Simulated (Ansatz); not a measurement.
The cluster Al₄H₅⁺, relaxed as a singlet with RKS B3LYP-D4/def2-SVP in Ansatz, starting from the GFN1-xTB geometry. Force threshold 0.02 eV/Å.

The restricted singlet is unstable towards broken spin symmetry in Hartree–Fock (as tested in another run); at B3LYP-D4/def2-SVP this wasn't settled. Another isomer (singlet) lies 0.63 eV lower at PBE0-D4/def2-TZVP; other spin states weren't run for this one.

Start:

Cartesian coordinates in Å:
```
Al -0.192 -1.064 0.177
Al 0.501 2.826 -0.583
Al 0.480 -0.721 2.676
Al -1.081 1.202 -1.700
H -1.209 -1.480 1.367
H -0.039 0.660 0.570
H 0.962 1.356 -1.884
H -0.650 -1.179 -1.324
H 1.228 -1.600 0.700
```

(1) Estimate the energy that the relaxation releases and the steps that it takes.

(2) Does the start keep its bonding?

(3) Predict the relaxed structure.

## Answers

(1) 105.2 kJ/mol, in 23 steps; 23 s on 4 threads of Arm Neoverse V1 on a shared host. The force fell under the threshold at step 22, but the optimiser went on. No frequencies were taken in this run, so the end may be a saddle point.

(2) Bonds lost: Al2–Al4 (atoms count from 1).

(3) 
```xyz
9

Al   -0.372   -0.163    0.338
Al    0.749    2.654   -0.316
Al    0.745   -2.124    2.141
Al   -0.279   -0.141   -2.764
H    -0.901   -1.091    1.626
H    -0.348    1.406    0.847
H     0.399    1.038   -1.359
H    -1.128   -0.726   -1.016
H     1.135   -0.853    0.503
```
Bond lengths (bridged metal pairs left out): 1 × Al–Al 2.89 Å; 4 × Al–H 1.65 to 1.67 Å.
